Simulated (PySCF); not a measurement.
**Correlation energy of Ba (barium, neutral)**

[Xe] 6s2, closed-shell 1S. All numbers are calculated (PySCF 2.14, scalar relativity through the core potential, in def2-TZVPPD with the def2 core potential (46 electrons) (6s4p3d1f, 40 functions)). Frozen: nothing; 10 electrons correlated.

| level | correlation energy (mhartree) |
| --- | --- |
| CCSD | -173.18 |
| (T) | -5.37 |
| CCSD(T) | -178.55 |

Diagnostics: T1 = 0.011, D1 = 0.0342, largest double amplitude 0.079.

Cost of the coupled-cluster step: about 0.5 core-seconds, for 10 correlated electrons.

Iterations:

```
CC2 = 0
CCSD nocc = 5, nmo = 40
frozen orbitals []
max_cycle = 100
direct = 0
conv_tol = 1e-08
conv_tol_normt = 1e-06
diis_space = 8
diis_start_cycle = 0
Init t2, MP2 energy = -25.252228551659  E_corr(MP2) -0.157333588928366
Init E_corr(CCSD) = -0.157333589018118
cycle = 1  E_corr(CCSD) = -0.168197603613776  dE = -0.0108640146  norm(t1,t2) = 0.047378
cycle = 2  E_corr(CCSD) = -0.171759360038829  dE = -0.00356175643  norm(t1,t2) = 0.0175918
cycle = 3  E_corr(CCSD) = -0.173340077782531  dE = -0.00158071774  norm(t1,t2) = 0.00764418
cycle = 4  E_corr(CCSD) = -0.173192358041856  dE = 0.000147719741  norm(t1,t2) = 0.000857838
cycle = 5  E_corr(CCSD) = -0.173169650650739  dE = 2.27073911e-05  norm(t1,t2) = 0.000150723
cycle = 6  E_corr(CCSD) = -0.173174870818328  dE = -5.22016759e-06  norm(t1,t2) = 5.31077e-05
cycle = 7  E_corr(CCSD) = -0.173175245637767  dE = -3.74819439e-07  norm(t1,t2) = 1.94101e-05
cycle = 8  E_corr(CCSD) = -0.173175224413755  dE = 2.12240114e-08  norm(t1,t2) = 6.4321e-06
cycle = 9  E_corr(CCSD) = -0.173175263405867  dE = -3.89921118e-08  norm(t1,t2) = 1.33782e-06
cycle = 10  E_corr(CCSD) = -0.173175259392541  dE = 4.01332648e-09  norm(t1,t2) = 2.43471e-07
CCSD converged
E(CCSD) = -25.26807022212317  E_corr = -0.1731752593925408
CCSD(T) correction = -0.00536842106510026
```

The basis has no tight functions for the innermost shells, so their pair energies are far from complete.

This basis was not built for core-valence correlation, so the inner-shell part is incomplete.
